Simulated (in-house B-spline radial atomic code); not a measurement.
## RPA and G0W0 on PBE0: Cd+

Configuration [Kr] 4d10 5s1, highest spin, mean-field start PBE0. Computed with a B-spline radial code for spherical atoms: all electrons, non-relativistic, point nucleus, each spin shell either full or empty, empty states to l = 9 with an (l + 1/2)⁻⁴ tail; G0W0 by contour deformation at full frequency.

Without relativity these are model numbers: it shifts the levels of so heavy an element strongly and can reorder them.

Command:
```bash
python run_gw.py task.json out
```
Settings (radii: box in bohr, nucleus in fm):
```
Z                        48
electrons                47
configuration            [Kr] 4d10 5s1
hamiltonian              nr
method                   pbe0
lmax                     9
spin_polarised           True
box_radius               23.78
intervals                55
ion_configuration        [Kr] 4d10
```

Time taken, with all properties: 10 s on 1 thread of Arm Neoverse N1 (shared host).

Energies (hartree):

```tsv
term	value
mean-field total	-5466.89523
Hartree-Fock functional on these orbitals	-5464.86041
direct second order	-4.042
second-order exchange	1.1209
SOSEX correction	1.0374
```

What is the RPA correlation energy, and what remains with SOSEX?

RPA gives -3.531 hartree (-2.04 eV per electron); RPA + SOSEX gives -2.4936, and the second-order doubles -2.9211 hartree (no singles). RPA lacks exchange-type terms and so overcorrelates at short range.

Quasi-particle levels (eV):

```csv
level,occupied,mean field,Σx - vxc,Σc,QP weight,G0W0
5s up,yes,-13.462,-1.59,?,?,?
4d down,yes,-23.247,-5.67,1.08,0.865,-27.831
5s down,no,-10.566,4.31,-2.31,0.923,-8.564
```

G0W0 = mean field + (Σx - vxc) + Σc, with Σc (partial-wave tail included) taken at the quasi-particle energy. Only the outer levels were computed. Levels of low weight are left out.

Where does G0W0 put 5s up?

At -16.554 eV, with Σc = -1.50 eV and a quasi-particle weight of 0.943. The tabulated removal energy is 16.908 eV (NIST, measured); the calculation leaves out relativity, Breit and QED terms, and what these don't explain is the method's own error.

What does it cost to remove one electron (to [Kr] 4d10) by differences of total energies, each species on its own start (correlation terms add to the Hartree-Fock functional)?

PBE0 16.176 eV, Hartree-Fock functional 14.762 eV, + RPA 16.482 eV, + RPA + SOSEX 15.859 eV, + second order 16.762 eV. Tabulated: 16.908 eV (NIST, measured); the calculation leaves out relativity, Breit and QED terms, and what these don't explain is the method's own error.
